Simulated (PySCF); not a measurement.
# A small calculation by hand: oscillator strength and radiative lifetime

H₂O₂Te, SMILES O[Te]O.

The structure is a stationary point at PBE-D3(BJ)/def2-TZVP. The def2 effective core potentials stand for the cores of Te; spin–orbit coupling is left out. One conformer was computed; it need not be the lowest.

TDDFT-ωB97X/def2-SVPD (PySCF 2.14.0) puts the first singlet state with f over 0.02 at 5.88 eV (vertical), with the transition dipole (-0.083, -1.027, 0.000) in atomic units.

**Question.** Find the oscillator strength, the wavelength and the radiative lifetime that this transition would have in vacuum if emission retraced absorption.

**Answer.** 
|μ|² = 1.0616 au, so |μ| = 2.62 D. ΔE = 5.88/27.211 = 0.2161 hartree. f = (2/3) ΔE |μ|² = 0.153 (the program prints 0.153).
λ = 1239.84/5.88 = 211 nm; ν = 47425 cm⁻¹.
Einstein's coefficient A = 0.6670 ν² f s⁻¹ (ν in cm⁻¹) = 2.3e8 s⁻¹, so τ = 1/A = 4.4 ns. This state is S3; the lower singlets have f = 0.000, 0.004. The figure is the radiative limit of this one transition; relaxation, internal conversion, crossing to triplets and a medium change what is measured.
